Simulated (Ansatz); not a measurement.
This geometry of Cl$_{3}$FH$_{4}$HfOSi (11 atoms, charge 0, multiplicity 1) is a first-order saddle point.

All numbers below come from RKS PBE/def2-SVP in Ansatz.

```xyz
11
Properties=species:S:1:pos:R:3
Hf 0.268 0.265 -0.060
Cl -1.206 0.674 2.325
Cl 2.095 0.007 -1.528
Cl -1.182 1.682 -1.262
F -0.323 -1.547 0.088
O 1.358 1.119 1.433
Si 2.901 1.739 1.833
H 3.859 0.598 2.001
H 3.358 2.658 0.741
H 2.750 2.490 3.124
H 0.148 1.064 2.278
```

(1) Which two structures does it join? (They come from a converged band through this point; their orientation in space is the band's.)

(2) How far does it lie above each of them?

Answers

(1) Bonds broken: O6–H11. Bonds formed: Cl2–H11.

Initial state:

```xyz
11
Properties=species:S:1:pos:R:3
Hf 0.006 0.081 0.101
Cl -1.106 -0.445 2.165
Cl 2.204 -0.625 -0.507
Cl -0.675 2.084 -0.946
F -0.936 -1.203 -0.949
O 1.218 1.315 1.663
Si 2.843 1.937 1.713
H 3.799 0.834 2.042
H 3.095 2.540 0.373
H 2.838 2.972 2.800
H 0.740 1.258 2.518
```

Final state:

```xyz
11
Properties=species:S:1:pos:R:3
Hf 0.371 0.244 -0.123
Cl -1.307 0.675 2.376
Cl 2.060 -0.060 -1.733
Cl -1.189 1.658 -1.201
F -0.201 -1.551 0.217
O 1.423 1.100 1.322
Si 2.915 1.756 1.804
H 3.896 0.642 2.027
H 3.420 2.691 0.744
H 2.688 2.505 3.087
H -0.049 1.088 2.453
```

(2) 0.64 eV above the first and 0.01 eV above the second. This is the barrier of this one path; another mechanism may lie lower. The orbitals stay closed-shell, which can raise the energy where a bond breaks towards radicals; this wasn't checked here.

Time of the run: 5.1 min on 4 threads of Arm Neoverse V2, with other jobs on the host, peak memory 0.26 GiB.
